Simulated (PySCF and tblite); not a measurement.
C₄H₇FO₂, numbered as in [F:1][CH:2]1[CH2:3][O:4][CH2:5][O:6][CH2:7]1. The ensemble was built from 90 distance-geometry starts (ETKDG and KDG, MMFF94s, GFN2-xTB) and rests on PBE0-D3(BJ)/def2-SVP geometries. Energies: PBE0-D3(BJ)/def2-TZVP, with GFN2-xTB thermal terms (modes under about 100 cm⁻¹ blended into free rotors). Symmetry numbers and mirror images are counted. Conformers within 4 kcal/mol (GFN2-xTB free energy) were kept, 5 at most. GIAO shieldings: PBE0/pcSseg-1. Shifts are against TMS (¹H), TMS (¹³C), CFCl3 (¹⁹F) at the same level; of two unlike H on one atom, a is the less shielded. Run with PySCF (density fitting) and tblite.

The 6-ring runs over atoms 2–3–4–5–6–7. Of a mirror pair one member is shown.

Two conformers hold nearly all the population. I: 6-ring chair (F1 axial); δ(H3b/H7b) = 4.20 ppm. II: 6-ring chair (all substituents equatorial); δ(H3b/H7b) = 3.13 ppm. The average over the ensemble at 298.15 K is 3.58 ppm.

Q: What populations and free-energy difference follow from a two-state model?

A: p(I) = (3.58 − 3.13)/(4.20 − 3.13) = 0.42, so K = p(II)/p(I) = 1.38 and G(II) − G(I) = −RT ln K = -0.19 kcal/mol. The weights computed directly are 41.9 % and 57.9 %, with 0.3 % in minor conformers.
